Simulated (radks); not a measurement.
Radial electron density D(r) = 4 pi r^2 rho(r) of an atom or ion with 7 electrons. Calculated with a radial shooting solver on a logarithmic mesh with Libxc functionals: Dirac Kohn-Sham, BLYP, spin-unpolarised, spherical densities, finite nucleus; Fermi nuclear charge, rms radius of each element as measured or else 0.836 A^(1/3) + 0.57 fm.

```
   r/bohr * D(r) (the largest magnitude, 20.5, reaches the edge; | marks zero)
   0.0035 |*
 0.004378 | *
 0.005434 |  *
 0.006798 |    *
 0.008505 |      *
  0.01064 |         *
  0.01331 |              *
  0.01652 |                   *
  0.02067 |                          *
  0.02586 |                                  *
  0.03235 |                                          *
  0.04047 |                                                  *
  0.05063 |                                                      *
  0.06284 |                                                      *
  0.07862 |                                                 *
  0.09836 |                                         *
   0.1231 |                                *
    0.154 |                            *
   0.1911 |                              *
    0.239 |                                   *
   0.2991 |                                     *
   0.3741 |                               *
   0.4681 |                    *
   0.5809 |         *
   0.7268 |  *
   0.9093 |*
    1.138 *
    1.423 *
```

What is the nuclear charge?

Answer. Z = 18. The innermost maximum, from 1s, lies near gamma/Z bohr with gamma = sqrt(1 - (Z/c)^2) = 0.991, here 0.0551 bohr (found: 0.0566), and its height grows with Z. The density is that of the argon ion Ar11+ in [He] 2s2 2p3; the configuration itself is not fixed sharply by these data, and Z only to about a unit. D(r) has 2 maxima, at r = 0.0566, 0.287 bohr, and minima at 0.160 bohr, inside which lie 2.24 electrons.
